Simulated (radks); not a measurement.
Coulomb parameter of the 4f shell of the dysprosium ion Dy3+ in the model configuration [Xe] 4f7 6p2, as a second difference U = [E(n + 0.25) + E(n - 0.25) - 2 E(n)] / (0.25)^2 with all orbitals relaxed. "Bare": the charge of the atom changes with n. "Screened": the 6p shell takes up the change at fixed total charge, which measures U(4f,4f) + U(6p,6p) - 2 U(4f,6p). Method: scalar-relativistic Kohn-Sham, r2SCAN, spin-unpolarised, spherical densities, finite nucleus; meta-GGA in the generalised Kohn-Sham scheme; Fermi nuclear charge, rms radius 5.2218 fm; computed with a radial shooting solver on a logarithmic mesh with Libxc functionals.

case                 configuration  E - E(n) (eV)
start                 [Xe] 4f7 6p2          0.000
bare +0.25         [Xe] 4f7.25 6p2        -14.166
bare -0.25         [Xe] 4f6.75 6p2         15.527
screened +0.25  [Xe] 4f7.25 6p1.75         -8.939
screened -0.25  [Xe] 4f6.75 6p2.25          9.633

U(bare) = 21.778 eV, U(screened by 6p) = 11.098 eV, against the Slater integral F0(4f,4f) = 34.320 eV with frozen orbitals.
